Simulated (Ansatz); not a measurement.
Cost and result up the ladder for GaH₂Br (4 atoms). Charge 0, multiplicity 1. Geometry: PBE-D4/def2-TZVP.

```xyz
4

Ga   -0.008   -0.245    0.023
H    -0.771   -0.769    1.286
H     0.710   -1.041   -1.119
Br    0.069    2.055   -0.190
```

Ansatz on 4 threads of Arm Neoverse V2 on a shared host. Times are rough, and most runs start from the orbitals of an earlier one. PBE0-D4/def2-TZVP serves as the yardstick here, not as an exact answer. Differences are given only for rows in sets of like size (and for xTB, whose basis is part of the method), since another set adds its own error. Binding counts from free atoms at the same level (Ga doublet, H doublet, Br doublet; other spins of the atoms weren't run), without zero-point energy or a counterpoise term.

LC-ωPBE has ω = 0.4 bohr⁻¹. HSE06 is defined as in plane-wave codes, on full-range PBE exchange. Correlated methods freeze 18 core orbitals; core or outer-core shells of Ga, Br are correlated, in sets that lack core-valence functions.

Correlated methods converge slowly with the basis.

| level | functions | wall time | binding energy per atom (eV) | difference from PBE0-D4/def2-TZVP (eV) |
| --- | --- | --- | --- | --- |
| LDA (SPW92)/def2-TZVP | 108 | 0.35 s | 2.57 | 0.30 |
| PBE-D4/def2-SVP | 74 | 0.4 s | 2.26 | – |
| HF/def2-TZVP | 108 | 0.45 s | 1.75 | -0.52 |
| PBE-D4/def2-TZVP | 108 | 0.5 s | 2.26 | -0.01 |
| MP2/def2-TZVP | 108 | 0.5 s | 2.25 | -0.01 |
| BLYP-D4/def2-TZVP | 108 | 0.55 s | 2.21 | -0.06 |
| revPBE-D4/def2-TZVP | 108 | 0.55 s | 2.21 | -0.06 |
| PBE0-D4/def2-SVP | 74 | 0.55 s | 2.27 | – |
| LC-ωPBE/def2-TZVP | 108 | 0.7 s | 2.27 | 0.01 |
| HSE06-D4/def2-TZVP | 108 | 0.75 s | 2.27 | 0.00 |
| r2SCAN-D4/def2-TZVP | 108 | 1.1 s | 2.33 | 0.06 |
| PBE0-D4/def2-TZVP (with forces) | 108 | 1.1 s | 2.27 | 0.00 |
| B97M-V/def2-TZVP | 108 | 2 s | 2.33 | 0.07 |
| CCSD(T)/def2-TZVPP | 124 | 2 s | 2.29 | 0.03 |
